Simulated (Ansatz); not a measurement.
`[SiH3][SiH2][SiH2][GeH3]` + H₂ → `[SiH3][SiH2][GeH3]` + SiH₄ at 600 K and 1 bar (hydrogenolysis of the Si–Si bond).

Computed with Ansatz on PBE0-D4/def2-TZVP structures; ΔE is electronic, products minus reactants. CBS: MP2 limit from def2 TZ/QZ plus the TZ coupled-cluster correction, frozen cores. This one scheme is used for every species. For Ge outer-core shells are correlated without core-valence functions, which leaves a few kJ/mol of doubt a bond. Scalar relativity is left out up to krypton. Each species was taken in one conformer, which may not be the lowest.

| species | CCSD(T)/CBS energy (Eh) | H − E (kJ/mol) | S (J/(mol·K)) |
| --- | --- | --- | --- |
| `[SiH3][SiH2][SiH2][GeH3]` | -2949.34842 | 304.8 | 564.9 |
| H₂ | -1.17544 | 43.9 | 150.8 |
| `[SiH3][SiH2][GeH3]` | -2659.06477 | 238.5 | 469.6 |
| SiH₄ | -291.46306 | 108.7 | 242.3 |

H − E and S are ideal-gas, rigid-rotor, harmonic terms from PBE0-D4/def2-TZVP, for one conformer and one mirror image of each species. The MP2-based limit puts H₂ 0.8 mEh under its directly extrapolated value; such offsets cancel only in part. 1 Eh = 2625.50 kJ/mol, R = 8.31446 J/(mol·K).

Task: By hand: ΔE, ΔH, ΔS and ΔG.

Result: ΔE = (-2659.06477) + (-291.46306) − (-2949.34842) − (-1.17544) = -0.00397 Eh = -10.4 kJ/mol. Δ(H − E) = 238.5 + 108.7 − 304.8 − 43.9 = -1.5, so ΔH = -11.9 kJ/mol. ΔS = 469.6 + 242.3 − 564.9 − 150.8 = -3.8 J/(mol·K). ΔG = -11.9 − 600 × (-3.8)/1000 = -9.6 kJ/mol.

Task: By hand: the equilibrium constant, and the temperature at which ΔG would vanish if ΔH and ΔS stayed fixed.

Result: log₁₀ K = −ΔG/(RT ln 10) = 0.8. ΔG = 0 at ΔH/ΔS = 3132 K, far beyond where these terms or the molecules hold.

The number of gas molecules stays the same, so ΔS is small and ΔH decides. A doubt of 5 kJ/mol in ΔE shifts log₁₀ K by 0.4 here. Other conformers and mirror images would add mixing entropy, several J/(mol·K) or more a flexible species. Modes under 60 cm⁻¹, often nearly free rotors, make the harmonic entropy too high. These are equilibria of isolated gas molecules and say nothing of rates. Largest T1 diagnostic: 0.013 (customary marks: 0.02 for closed shells, 0.045 for open ones).
